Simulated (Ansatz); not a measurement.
Geometry optimisation of the cluster Rb5H4.

```yaml
crystal:
  periodic: [false, false, false]
  atoms:
    - {symbol: Rb, position_ang: [-0.518370, 0.723920, -2.959400]}
    - {symbol: Rb, position_ang: [1.028400, -2.691560, -1.133610]}
    - {symbol: Rb, position_ang: [-2.521850, 1.712100, 0.547400]}
    - {symbol: Rb, position_ang: [-1.010430, -1.718220, 2.361510]}
    - {symbol: Rb, position_ang: [1.406160, 0.916170, 0.552150]}
    - {symbol: H, position_ang: [1.352160, -1.832180, 1.288090]}
    - {symbol: H, position_ang: [-0.858850, 0.861220, 2.321420]}
    - {symbol: H, position_ang: [1.647340, -0.332900, -2.013270]}
    - {symbol: H, position_ang: [-0.524540, 2.361440, -0.964280]}
basis:
  gaussian: {orbitals: def2-SVP}
magnetization: {spin_polarized: true, initial_magnetization: 1}
hamiltonian: {xc: {name: B3LYP}, dispersion: d4}
scf: {lower_state_search: "off"}
output: {orbitals: {seedname: orbitals}}
relax: {f_tol: 0.02, max_steps: 100}
```

```sh
$ ansatz run in.yaml --threads 4 --pin off --events-out ev --progress --plain --max-ram 4787MiB
```

Output, abridged:

```
Functional definition: B3LYP
mean field -3344.02516464 eV, -122.8906581390 hartree, gradient 5.7e-7 eV, S^2 0.750401; 0 other end points of the search recorded, 0 dependent functions left out
relax step   1: F+E_penalty+E_count = -3344.92788267 eV  Δ(F+E_penalty+E_count) = +0.000e0 eV  max|allowed force component| = 4.006e-1 eV/Å  Δτ_max = 0.0000 Å  (17 SCF iters, accepted)
mean field -3344.22686726 eV, -122.8980705736 hartree, gradient 5.3e-6 eV, S^2 0.750369; 0 other end points of the search recorded, 0 dependent functions left out
relax step   2: F+E_penalty+E_count = -3345.10936222 eV  Δ(F+E_penalty+E_count) = -1.815e-1 eV  max|allowed force component| = 9.917e-2 eV/Å  Δτ_max = 0.1949 Å  (20 SCF iters, accepted)
mean field -3344.29281616 eV, -122.9004941507 hartree, gradient 3.0e-6 eV, S^2 0.750292; 0 other end points of the search recorded, 0 dependent functions left out
relax step   3: F+E_penalty+E_count = -3345.17144706 eV  Δ(F+E_penalty+E_count) = -6.208e-2 eV  max|allowed force component| = 6.301e-2 eV/Å  Δτ_max = 0.2000 Å  (22 SCF iters, accepted)
mean field -3344.29907484 eV, -122.9007241530 hartree, gradient 2.2e-6 eV, S^2 0.750304; 0 other end points of the search recorded, 0 dependent functions left out
relax step   4: F+E_penalty+E_count = -3345.16973832 eV  Δ(F+E_penalty+E_count) = +1.709e-3 eV  max|allowed force component| = 8.824e-2 eV/Å  Δτ_max = 0.1703 Å  (24 SCF iters, rejected (line search))
mean field -3344.30358818 eV, -122.9008900152 hartree, gradient 2.6e-6 eV, S^2 0.750292; 0 other end points of the search recorded, 0 dependent functions left out
relax step   5: F+E_penalty+E_count = -3345.17744759 eV  Δ(F+E_penalty+E_count) = -6.001e-3 eV  max|allowed force component| = 6.074e-3 eV/Å  Δτ_max = 0.0818 Å  (23 SCF iters, accepted)
Total energy: -3345.17773278 eV, -122.9330142367 hartree
Atom 0 at    -0.376302     0.948178    -3.270008 Å, force     0.000399     0.002552    -0.006074 eV/Å
Atom 1 at     1.365760    -2.912772    -1.206719 Å, force     0.003581    -0.004673    -0.001875 eV/Å
Atom 2 at    -2.654995     2.066748     0.698493 Å, force    -0.003785     0.004265     0.001766 eV/Å
Atom 3 at    -0.937007    -1.811278     2.752463 Å, force    -0.000958    -0.002819     0.005899 eV/Å
Atom 4 at     1.326971     0.871479     0.522974 Å, force    -0.000225    -0.000116    -0.000077 eV/Å
Atom 5 at     1.277720    -1.937073     1.272616 Å, force     0.001995    -0.004082     0.002217 eV/Å
Atom 6 at    -0.952482     0.821221     2.328116 Å, force    -0.001915     0.001497     0.004267 eV/Å
Atom 7 at     1.588873    -0.403114    -2.077184 Å, force     0.002740    -0.000995    -0.003973 eV/Å
Atom 8 at    -0.638518     2.356601    -1.020740 Å, force    -0.001832     0.004372    -0.002149 eV/Å
Dipole moment:     0.196669     0.130281     0.079186 e Å
Checks for a lower state left out: stability, starts, cluster_reference, orbital_swaps, neighbouring_geometries, increment
```

Hardware: 4 threads of Arm Neoverse V1 on a shared host. Wall time 26 s.

In the def2 sets Rb takes a core potential; there is no spin–orbit coupling. The relaxation made no stability test and no search for a lower SCF solution. Another isomer (doublet) lies 0.25 eV lower at PBE0-D4/def2-TZVP; other spin states weren't run for this one.
